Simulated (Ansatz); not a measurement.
A structure relaxed at r2SCAN-D4/def2-SVP in Ansatz, charge 1, doublet:

```xyz
5

Se    1.223    1.300   -0.584
Se    0.982   -0.898   -1.422
Se   -1.661    0.301    0.817
Se    0.449    0.916    1.585
Se   -0.992   -1.619   -0.395
```

Q: Give its formula.

A: the cluster Se₅⁺ (the lowest doublet isomer of a short search).

Q: Summarise the bond lengths by kind (pairs closer than 1.2 times the sum of covalent radii, bridged metal pairs left out).

A: 5 × Se–Se 2.33 to 2.37 Å.

The relaxation made no stability test and no search for a lower SCF solution. The structure comes from a short search, and lower isomers may exist.
